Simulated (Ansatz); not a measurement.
Two spin states of BeO, each at its own minimum; 2S+1 = 1, 3 were tried, and the measured ground state has 1.

```
level               energy of the multiplicity-3 state above the multiplicity-1 state (kcal/mol)
------------------  ----------------------------------------------------------------------------
PBE/def2-TZVPP                                                                             24.51
PBE0/def2-TZVPP                                                                            14.62
wB97X-V/def2-TZVPP                                                                         16.69
CCSD/def2-TZVPP                                                                            14.08
CCSD(T)/def2-TZVPP                                                                         19.37
```

The rows run from 14.08 (CCSD/def2-TZVPP) to 24.51 kcal/mol (PBE/def2-TZVPP). The 3 functionals in def2-TZVPP without D3 or D4 span 9.89, from PBE0 to PBE.

Each state is the lowest solution found for its spin in def2 and cc sets. The singlet is a restricted closed-shell determinant, which can mix singlet states where a π or δ shell is part-filled.

Correlated levels freeze the inner cores; with def2 sets outer-core shells near the valence are correlated too.

The values were computed with Ansatz (a program for electronic structure).
